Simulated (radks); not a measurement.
Values are calculated unless marked as measured or tabulated.
Effect of the nuclear size on neutral tungsten, [Xe] 4f14 5d4 6s2. Level of theory: Dirac Kohn-Sham, LDA (Slater exchange, Perdew-Wang correlation), spin-unpolarised, spherical densities, finite nucleus; open shells fill j = l - 1/2 first; Fermi nuclear charge, rms radius 5.3658 fm (a radial shooting solver on a logarithmic mesh with Libxc functionals). The rms radius is varied about that value; shifts are against it.

rms radius (fm),total energy shift (eV),density at nucleus (e/bohr^3),1s1/2 shift (meV),2s1/2 shift (meV),5p1/2 shift (meV),6s1/2 shift (meV),5d3/2 shift (meV),6p1/2 (empty) shift (meV)
4.7326,-13.1,1.482e+06,-5310,-748,0.423,-0.457,0.436,0.158
5.1941,-3.66,1.435e+06,-1480,-209,0.118,-0.128,0.122,0.044
5.3658,0,1.419e+06,0.000,0.000,0.000,0.000,0.000,0.000
5.838,10.5,1.378e+06,4240,597,-0.337,0.365,-0.348,-0.126
6.2404,19.8,1.346e+06,8030,1130,-0.638,0.691,-0.660,-0.239

Slopes of the eigenvalues against <r^2> in GHz/fm^2, as finite differences over the two radii next to the reference (eigenvalue slopes, not the field-shift constants of lines): 1s1/2 195000, 2s1/2 27400, 5p1/2 -15.5, 6s1/2 16.8, 5d3/2 -16.0, 6p1/2 (empty) -5.80.
